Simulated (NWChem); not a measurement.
Species: C₂H₂BrF; SMILES C=C(F)Br

Results from NWChem. Pople sets run with spherical d functions. Coordinates come from a PBE0/def2-SVP optimisation. Level: PBE0/6-31G* with COSMO at NWChem's default radii, gas-phase geometry; rows give the dielectric constant.

| dielectric constant | electrostatic solvation energy (kcal/mol) | dipole in solution (D) |
|---|---|---|
| 1.5 | -0.6 | 1.34 |
| 2.0 | -0.9 | 1.40 |
| 20.7 | -1.8 | 1.59 |
| 37.5 | -1.8 | 1.60 |
| 78.4 | -1.8 | 1.61 |
